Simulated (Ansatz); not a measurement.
Mulliken charges of `[CH3][AlH][C]#N` from PBE/def2-TZVPP in Ansatz (PBE0-D4/def2-TZVP geometry).

```
atom   x (Å)   y (Å)   z (Å)  charge (e)
  C1  -0.708   1.015  -0.332      -0.422
 Al2  -0.142  -0.683   0.403       0.509
  C3   1.703  -1.235   0.129      -0.333
  N4   2.801  -1.548  -0.041       0.026
  H5  -1.527   0.873  -1.045       0.104
  H6  -1.095   1.669   0.456       0.104
  H7   0.100   1.541  -0.844       0.116
  H8  -1.040  -1.688   1.219      -0.104
```

**Question.** By hand: the dipole of these point charges (1 e Å = 4.8032 D).

**Answer.** Σ q r = (-0.421, 0.214, 0.015) e Å, of length 0.473 e Å = 2.27 D.

**Question.** How does the dipole of the full density compare? (Best estimate.)

**Answer.** Ansatz gave: (-0.722, 0.365, 0.026) e Å, 3.89 D; the point charges give 0.58 times that, at 0° from its direction.

Point charges leave out the atoms' own dipoles, such as those of lone pairs, and Mulliken's split depends on the basis, so the two needn't agree.
